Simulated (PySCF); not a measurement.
Si(Cl)3(OH) (Cl3HOSi), SMILES Cl[Si](O)(Cl)Cl.

Geometry: PBE0-D3(BJ)/def2-SVP. One conformer was computed; it need not be the lowest.

Two levels are set side by side: TDA-PBE/def2-SVPD (PySCF) and TDA-B3LYP/def2-SVPD (PySCF). Vertical, same geometry. The lowest singlet is HOMO→LUMO 98 % with PBE and HOMO→LUMO 96 % with the other functional; states are paired by order. Differences are taken from unrounded values.

| quantity | TDA-B3LYP | TDA-PBE | TDA-PBE minus TDA-B3LYP |
|---|---|---|---|
| lowest singlet excitation (eV) | 7.20 | 6.61 | -0.59 |
| lowest triplet excitation (TDA) (eV) | 6.84 | 6.33 | -0.51 |

Functionals without exact exchange tend to place singlet excitations lower, as here. Differences between two approximate levels are no errors against the true value.

Rough cost on one machine, each run with all the roots and properties that it gave: TDA-B3LYP against TDA-PBE within a factor of 2.
